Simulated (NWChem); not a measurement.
System: CH$_{5}$AlS; SMILES [CH3][AlH][SH]

Input file for NWChem:

```
start job
memory heap 200 mb stack 900 mb global 1100 mb
geometry units angstroms noautoz
  Al    -0.592659    -0.477482     0.130727
  H     -2.144225    -0.548029     0.448626
  C      0.585294    -2.043369     0.022942
  H      0.575572    -2.597236     0.971233
  H      1.627204    -1.795885    -0.207308
  H      0.229300    -2.739362    -0.748406
  S      0.154244     1.575696    -0.188818
  H      1.442302     1.235636    -0.419851
end
basis spherical
  * library def2-svp
end
dft
  xc b3lyp
  iterations 150
end
tddft
  cis
  nroots 6
  notriplet
end
task tddft energy
```

Output (shortened):

```
             Northwest Computational Chemistry Package (NWChem) 7.3.0
             --------------------------------------------------------

 CS  symmetry detected

                             Geometry "geometry" -> ""
                             -------------------------

 Output coordinates in angstroms (scale by  1.889725989 to convert to a.u.)

  No.       Tag          Charge          X              Y              Z
 ---- ---------------- ---------- -------------- -------------- --------------
    1 Al                  13.0000    -0.60646014    -0.49410042     0.00000000
    2 H                    1.0000    -2.18924737    -0.58453448     0.00000000
    3 C                    6.0000     0.58903110    -2.05037600     0.00000000
    4 H                    1.0000     0.40011673    -2.67975116     0.87995201
    5 H                    1.0000     1.65272153    -1.78883744     0.00000000
    6 H                    1.0000     0.40011673    -2.67975116    -0.87995201
    7 S                   16.0000     0.16315460     1.57549039     0.00000000
    8 H                    1.0000     1.47561406     1.25058944     0.00000000

 Effective nuclear repulsion energy (a.u.)     127.3000674450

      Symmetry information
      --------------------

 Group name             Cs
 Group number              2
 Group order               2
 No. of unique centers     7

                                 NWChem DFT Module
                                 -----------------

 Summary of "ao basis" -> "ao basis" (spherical)
 ------------------------------------------------------------------------------
       Tag                 Description            Shells   Functions and Types
 ---------------- ------------------------------  ------  ---------------------
 Al                         def2-svp                 8       18   4s3p1d
 H                          def2-svp                 3        5   2s1p
 C                          def2-svp                 6       14   3s2p1d
 S                          def2-svp                 8       18   4s3p1d

      Symmetry analysis of basis
      --------------------------

        a'         53
        a"         22

            General Information
            -------------------
          SCF calculation type: DFT
          Wavefunction type:  closed shell.
          No. of atoms     :     8
          No. of electrons :    40
           Alpha electrons :    20
            Beta electrons :    20
          Charge           :     0
          Spin multiplicity:     1
          Use of symmetry is: off; symmetry adaption is: on
          Maximum number of iterations: 150
          AO basis - number of functions:    75
                     number of shells:    37
          Convergence on energy requested:  1.00D-06
          Convergence on density requested:  1.00D-05
          Convergence on gradient requested:  5.00D-04

              XC Information
              --------------
                         B3LYP Method XC Potential
                     Hartree-Fock (Exact) Exchange  0.200
                        Slater Exchange Functional  0.800 local
                    Becke 1988 Exchange Functional  0.720 non-local
              Lee-Yang-Parr Correlation Functional  0.810
                  VWN I RPA Correlation Functional  0.190 local

             Grid Information
             ----------------
          Grid used for XC integration:  medium
          Radial quadrature: Mura-Knowles
          Angular quadrature: Lebedev.
          Tag              B.-S. Rad. Rad. Pts. Rad. Cut. Ang. Pts.
          ---              ---------- --------- --------- ---------
          Al                  1.25       88           9.0       590
          H                   0.35       45          11.0       434
          C                   0.70       49          10.0       434
          S                   1.00       88          11.0       590
          Grid pruning is: on
          Number of quadrature shells:   450
          Spatial weights used:  Erf1

      Superposition of Atomic Density Guess
      -------------------------------------

 Sum of atomic energies:        -679.25994123

[...]

                                NWChem TDDFT Module
                                -------------------

            General Information
            -------------------
           No. of orbitals :     150
            Alpha orbitals :      75
             Beta orbitals :      75
        Alpha frozen cores :       0
         Beta frozen cores :       0
     Alpha frozen virtuals :       0
      Beta frozen virtuals :       0
         Spin multiplicity :       1
    Number of AO functions :      75
        Use of symmetry is : off
      Symmetry adaption is : on
         Schwarz screening :  0.10D-07

              XC Information
              --------------
                  B3LYP Method XC Potential
              Hartree-Fock (Exact) Exchange   0.20
                 Slater Exchange Functional   0.80 local
             Becke 1988 Exchange Functional   0.72 non-local
       Lee-Yang-Parr Correlation Functional   0.81
           VWN I RPA Correlation Functional   0.19 local

             TDDFT Information
             -----------------
          Calculation type : Tamm-Dancoff TDDFT
         Wavefunction type : Restricted singlets
          No. of electrons :      40
           Alpha electrons :      20
            Beta electrons :      20
              No. of roots :       6
          Max subspacesize :    5200
            Max iterations :     100
               Target root :       1
           Target symmetry : none
      Symmetry restriction : off
                 Algorithm : Optimal
        Davidson threshold :  0.10D-03

    6 smallest eigenvalue differences (eV)
--------------------------------------------------------
  No. Spin  Occ  Vir  Irrep   E(Occ)    E(Vir)   E(Diff)
--------------------------------------------------------
    1    1   20   21 a'       -0.264    -0.038     6.146
    2    1   19   21 a"       -0.290    -0.038     6.843
    3    1   18   21 a"       -0.303    -0.038     7.202
    4    1   20   22 a"       -0.264     0.009     7.451
    5    1   20   23 a"       -0.264     0.024     7.847
    6    1   19   22 a'       -0.290     0.009     8.147
--------------------------------------------------------

  Entering Davidson iterations
  Restricted singlet excited states

  Iter   NTrls   NConv    DeltaV     DeltaE      Time
  ----  ------  ------  ---------  ---------  ---------
    1      6       0     0.10E+00   0.10+100        2.9
    2     12       0     0.25E-01   0.17E-01        2.9
    3     18       0     0.10E-01   0.12E-02        2.9
    4     24       3     0.86E-02   0.49E-03        2.9
    5     27       4     0.35E-02   0.17E-03        2.2
    6     29       5     0.15E-02   0.37E-04        2.0
    7     30       5     0.46E-03   0.54E-05        1.8
    8     31       5     0.16E-03   0.56E-06        1.8
    9     32       6     0.59E-04   0.51E-07        1.8
  ----  ------  ------  ---------  ---------  ---------
  Convergence criterion met

  Ground state a'       -681.588323610288 a.u.

  ----------------------------------------------------------------------------
  Root   1 singlet a'             0.208902437 a.u.                5.6845 eV
  ----------------------------------------------------------------------------
     Transition Moments    X  0.36820   Y  0.69457   Z  0.00000
     Dipole Oscillator Strength                    0.0860668926
     Electric Quadrupole                           0.0000001497
     Magnetic Dipole                               0.0000000427
     Total Oscillator Strength                     0.0860670850

     Occ.   18  a'  ---  Virt.   22  a'       0.13285
     Occ.   18  a'  ---  Virt.   24  a'       0.09361
     Occ.   19  a'  ---  Virt.   22  a'       0.16259
     Occ.   19  a'  ---  Virt.   23  a'      -0.06053
     Occ.   19  a'  ---  Virt.   24  a'       0.11568
     Occ.   20  a"  ---  Virt.   21  a"       0.95491
  ----------------------------------------------------------------------------
  Root   2 singlet a"             0.210379066 a.u.                5.7247 eV
  ----------------------------------------------------------------------------
     Transition Moments    X  0.00000   Y  0.00000   Z -0.04533
     Dipole Oscillator Strength                    0.0002882466
     Electric Quadrupole                           0.0000001229
     Magnetic Dipole                               0.0000022118
     Total Oscillator Strength                     0.0002905813

     Occ.   18  a'  ---  Virt.   21  a"       0.10532
     Occ.   19  a'  ---  Virt.   21  a"      -0.99206
  ----------------------------------------------------------------------------
  Root   3 singlet a"             0.222171292 a.u.                6.0456 eV
  ----------------------------------------------------------------------------
     Transition Moments    X  0.00000   Y  0.00000   Z  0.07038
     Dipole Oscillator Strength                    0.0007335693
     Electric Quadrupole                           0.0000002324
     Magnetic Dipole                               0.0000033066
     Total Oscillator Strength                     0.0007371082

     Occ.   18  a'  ---  Virt.   21  a"      -0.98117
     Occ.   19  a'  ---  Virt.   21  a"      -0.09852
     Occ.   20  a"  ---  Virt.   22  a'       0.09462
     Occ.   20  a"  ---  Virt.   23  a'       0.12745
  ----------------------------------------------------------------------------
  Root   4 singlet a"             0.236632780 a.u.                6.4391 eV
  ----------------------------------------------------------------------------
     Transition Moments    X  0.00000   Y  0.00000   Z  0.59705
     Dipole Oscillator Strength                    0.0562353904
     Electric Quadrupole                           0.0000000716
     Magnetic Dipole                               0.0000003132
     Total Oscillator Strength                     0.0562357752

[...]
```

Level: B3LYP/def2-SVP, TDA. Coordinates come from a B3LYP/6-31G* (spherical d) optimisation.
